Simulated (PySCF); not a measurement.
Se(Cl)(SMe) (CH3ClSSe), SMILES CS[Se]Cl.

Geometry: B3LYP-D3(BJ)/def2-SVP. The structure was generated by enumeration, and PubChem lists no compound with its InChIKey, so it may never have been made. Other conformers were not sampled.

The numbers are results of PBE/def2-TZVP (PySCF), not measurements.

The total energy comes out as -3299.15323 hartree and the highest occupied level is -5.75 eV. The lowest empty level is -3.29 eV and the orbital gap is 2.46 eV. The dipole moment comes out as 2.61 D. The quadrupole, principal values (traceless, Buckingham form, about the centre of nuclear charge) is -4.62, -2.08, 6.70 D·Å. The mean static polarisability comes out as 74.5 bohr³ (11.04 Å³) and the polarisability, principal values is 54.7, 66.7, 102.2 bohr³.
